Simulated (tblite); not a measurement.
Species: C₇H₁₁NSi₂.
Cartesian coordinates in Å at the GFN2-xTB level; atoms count from 1:
```xyz
21
C7H11NSi2 angstrom
C      3.9401    1.3120    0.3670
C      2.7744    0.4593    0.3449
C      1.8032   -0.2554    0.3284
Si     0.2978   -1.3230    0.3054
C     -0.5290   -1.2363   -1.4205
Si    -2.0963   -0.1707   -1.2454
C     -1.7724    0.5542    0.5124
C     -2.9832    0.9856    1.1285
N     -3.9734    1.2934    1.6173
C     -1.0675   -0.5120    1.3662
H      4.5843    1.0863   -0.4825
H      3.6381    2.3578    0.3144
H      4.5001    1.1519    1.2881
H      0.6192   -2.6828    0.7536
H      0.1538   -0.8106   -2.1522
H     -0.7771   -2.2299   -1.7858
H     -3.3177   -0.9794   -1.2357
H     -2.2054    0.9220   -2.2152
H     -1.1165    1.4263    0.4122
H     -0.6819   -0.0673    2.2846
H     -1.7992   -1.2644    1.6686
```

Calculated harmonic vibrations of the isolated species, GFN2-xTB (tblite), most abundant isotopes, no scaling. This tight-binding method is rough: wavenumbers can miss measured ones by several per cent, in bad cases by 10 to 20. Modes of hydrogen on silicon can be 10 to 20 % off. One conformer, not necessarily the lowest. The optimisation stopped once no atom felt more than 0.01 eV/Å.

Lowest wavenumbers of the output (negative numbers stand for imaginary wavenumbers):
```
mode    cm-1
  1     -30.4
  2      26.0
  3      40.9
  4      84.2
  5     111.6
  6     125.0
  7     191.7
  8     212.2
  9     243.7
 10     299.9
 11     317.3
 12     323.9
 13     364.4
 14     438.1
 15     473.0
```

**Question.** Is this structure a minimum?

**Answer.** Not by this Hessian. 1 mode is imaginary beyond 20i (30i cm⁻¹), so at this level the point lies at or near a first-order saddle. The curvature is small, so loose convergence or finite differences may be the whole cause.

**Question.** Which atoms move in the imaginary mode?

**Answer.** 30i: H12 (methyl hydrogen) 33 %, H11 (methyl hydrogen) 33 %, H13 (methyl hydrogen) 33 %. These are shares of the mass-weighted motion.

**Question.** What is the remedy?

**Answer.** Step along that mode in both directions, optimise again with tighter thresholds and repeat the frequencies. The zero-point energy of this point (95.0 kcal/mol) counts the 56 real modes alone, and thermal corrections from it aren't those of a minimum.

Hardware: Arm Neoverse V2, one thread, no GPU (shared host). Cost: 1.1 s wall. This covers the Hessian and the dipole derivatives.
